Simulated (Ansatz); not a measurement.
A run of Ansatz (development build ahead of 0.2.0) on singlet H3(+) at this shape:

```xyz
3

H     0.4804    0.0000    0.0000
H    -0.2402    0.4161    0.0000
H    -0.2402   -0.4161    0.0000
```

Its results:

```json
{
 "Converged": "yes",
 "Total energy": "-1.29850 hartree",
 "Spin squared of the determinant": "0.000"
}
```

(1) Which input gives this output? Name the method, the orbitals and the basis set, and write the input.

## Answers

(1) RHF in cc-pVTZ. An unrestricted run that stays on the closed shell gives the same numbers.

```yaml
crystal:
  periodic: [false, false, false]
  atoms:
    - { symbol: H, position_ang: [0.48045, 0.0, 0.0] }
    - { symbol: H, position_ang: [-0.24023, 0.41608, 0.0] }
    - { symbol: H, position_ang: [-0.24023, -0.41608, 0.0] }
basis:
  gaussian: { orbitals: cc-pVTZ }
total_charge: 1
hamiltonian:
  xc: hf
```

Caution: stretched shape with no unrestricted run beside it, a lower state can exist.
